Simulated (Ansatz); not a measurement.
A nudged elastic band was laid between two geometries of CH₃BF₂O₂ (9 atoms, charge 0, multiplicity 1).

Method: Ansatz 0.2.0, RKS PBE0/def2-SVP.

```yaml
movable_images: 9
climbing_image: yes
spring: 5.0 eV/Å²
optimiser: quadratic models (default)
start_path: through a guess of the saddle point
force_threshold: 0.05 eV/Å
iteration_limit: 59
end_points: relaxed
```

Image 0:

```xyz
9
Properties=species:S:1:pos:R:3
O 1.180 -0.749 -0.805
B 0.161 -0.531 0.057
O -0.279 -1.488 0.900
C -0.560 0.903 0.085
F -0.099 1.641 -0.977
F -0.236 1.572 1.221
H 1.354 0.036 -1.340
H 0.230 -2.304 0.829
H -1.663 0.875 0.012
```

Image 10:

```xyz
9
Properties=species:S:1:pos:R:3
O 1.094 -0.780 -1.217
B 0.324 -0.619 -0.121
O 0.208 -1.626 0.770
C -0.478 0.755 0.104
F 0.199 1.793 -0.470
F -0.610 1.012 1.438
H 1.153 0.030 -1.735
H -0.304 -1.368 1.543
H -1.498 0.756 -0.328
```

(1) Which bonds break or form, and what moves?

(2) Give the energies along the band, and the barrier.

(3) What is the geometry of the highest image?

(4) What are the harmonic wavenumbers there?

Answers

(1) No bond is made or broken.

(2) The run converged. The highest image is number 3 of 0 to 10, 0.43 eV above the first end and 0.34 eV above the last; the last end lies 0.08 eV above the first. A vibrational analysis at the climbing image gives one clearly imaginary mode, 578i cm⁻¹: a first-order saddle point.

| image | path coordinate (Å) | energy (eV) |
| --- | --- | --- |
| 0 | 0.00 | 0.00 |
| 1 | 0.39 | 0.05 |
| 2 | 0.78 | 0.27 |
| 3 | 1.17 | 0.43 |
| 4 | 1.37 | 0.38 |
| 5 | 1.58 | 0.27 |
| 6 | 1.78 | 0.17 |
| 7 | 1.99 | 0.11 |
| 8 | 2.20 | 0.09 |
| 9 | 2.40 | 0.09 |
| 10 | 2.61 | 0.08 |

(3) 
```xyz
9
Properties=species:S:1:pos:R:3
O 1.183 -0.743 -0.974
B 0.175 -0.611 -0.091
O -0.271 -1.668 0.640
C -0.532 0.830 0.035
F 0.045 1.709 -0.845
F -0.335 1.318 1.293
H 1.346 0.093 -1.431
H 0.097 -1.810 1.514
H -1.620 0.835 -0.159
```

(4) 578i, 63, 183, 249, 385, 502, 532, 617, 703, 768, 876, 1032, 1112, 1139, 1276, 1370, 1443, 1512, 3074, 3850, 3975 cm⁻¹.

The run took 3.8 min on 2 threads of Arm Neoverse V2, on a shared host, peak memory 0.21 GiB.
